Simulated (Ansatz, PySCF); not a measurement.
Gas-phase reaction in SMILES: CCCO + H+ → CCC[OH2+]
Structures are relaxed separately at B3LYP-D3(BJ)/def2-TZVP in Ansatz (an electronic-structure program), one conformer each, not searched for the lowest.
Geometry of the first species:
```
C
H 1 1.0931
H 1 1.0931 2 106.71
C 1 1.5158 2 108.50 3 116.72
H 4 1.0982 1 109.76 2 -178.75
H 4 1.0982 5 107.60 1 119.40
O 4 1.4257 5 110.66 6 121.00
H 7 0.9622 4 108.88 5 -59.59
C 1 1.5259 2 110.31 3 -119.84
H 9 1.0907 1 111.06 2 58.82
H 9 1.0927 10 107.62 1 -122.12
H 9 1.0927 10 107.62 11 -115.77
```
Charge 0, spin multiplicity 1.

Property: proton affinity (0 K, with B3LYP-D3(BJ) harmonic zero-point energies from PySCF), positive where the reaction releases energy, in kJ/mol. Correlated levels leave the core frozen unless marked. No spin-orbit coupling. No relativistic terms. CBS marks a two-point X^-3 extrapolation of the correlation energy; Hartree-Fock from the larger set. [CCSD(T)-MP2]/basis is that difference in the basis named.

```tsv
level	program	proton affinity (kJ/mol)
HF/STO-3G	Ansatz	994.0
HF/cc-pVTZ	Ansatz	803.4
HF-D4/def2-TZVPD	PySCF + dftd4	791.1
SVWN5/def2-TZVPD	Ansatz	749.7
PBE0-D3(BJ)/def2-TZVP	Ansatz + dftd3	783.2
PBE0/def2-TZVPD	Ansatz	779.4
TPSSh/def2-TZVPD	PySCF	789.0
```

Q: Predict the RI-MP2/CBS(cc-pVTZ,cc-pVQZ)+[CCSD(T)-MP2]/cc-pVTZ result (Ansatz).

A: 779.0 kJ/mol
